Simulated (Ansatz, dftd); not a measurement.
System: GeH, charge 0, doublet. GeH (SMILES [GeH], doublet).
B3LYP-D3(BJ)/def2-TZVP minimum from Ansatz (a program for electronic structure):
```xyz
2

Ge     0.0000     0.0000    -0.0487
H      0.0000     0.0000     1.5577
```
Charge 0, spin multiplicity 2.

Property: atomisation energy (electronic, to ground-state atoms), in kcal/mol. UHF or UKS for unpaired electrons; spin-orbit terms are left out. Correlated methods leave the cores frozen (noble-gas shells, and filled d and f shells in the p block). No relativity. CBS(X,Y): correlation extrapolated as X^-3, Hartree-Fock from the larger set (Q,5: extrapolated as (X+1)exp(-9√X)). A bracket is a step between two methods taken in the basis named. Double hybrids freeze cores in their MP2 part. Where a partner has so few electrons that a lower coupled-cluster level is exact, that level stands in.

| level | program | atomisation energy (kcal/mol) |
|---|---|---|
| HF/cc-pVDZ | Ansatz | … |
| PBE/def2-TZVPD | Ansatz | … |
| r2SCAN-D3(BJ)/def2-TZVPD | Ansatz + dftd3 | 68.1 |
| B3LYP/def2-TZVPD | Ansatz | 69.6 |
| PBE0-D4/def2-TZVPD | Ansatz + dftd4 | 66.5 |
| B2GP-PLYP-D3(BJ)/def2-TZVPD | Ansatz + dftd3 | 66.4 |
| MP2/cc-pVTZ | Ansatz | 61.7 |
| CCSDT(Q)/cc-pVTZ | Ansatz | 66.0 |
| CCSDT(Q)/cc-pV5Z | Ansatz | … |
| CCSDTQ/cc-pVDZ | Ansatz | 61.9 |
| CCSDTQ/cc-pVTZ | Ansatz | 66.0 |
| CCSD(T)/CBS(cc-pVQZ,cc-pV5Z) + [CCSDT(Q) - CCSD(T)]/cc-pV5Z | Ansatz | 67.9 |
| CCSD(T)/CBS(cc-pVQZ,cc-pV5Z) + [CCSDT(Q) - CCSD(T)]/cc-pV5Z + [CCSDTQ - CCSDT(Q)]/cc-pVTZ | Ansatz | 67.9 |

### Question
Fill in the missing entries.

### Answer

- HF/cc-pVDZ, atomisation energy (kcal/mol): 45.0
- PBE/def2-TZVPD, atomisation energy (kcal/mol): 67.3
- CCSDT(Q)/cc-pV5Z, atomisation energy (kcal/mol): 67.6
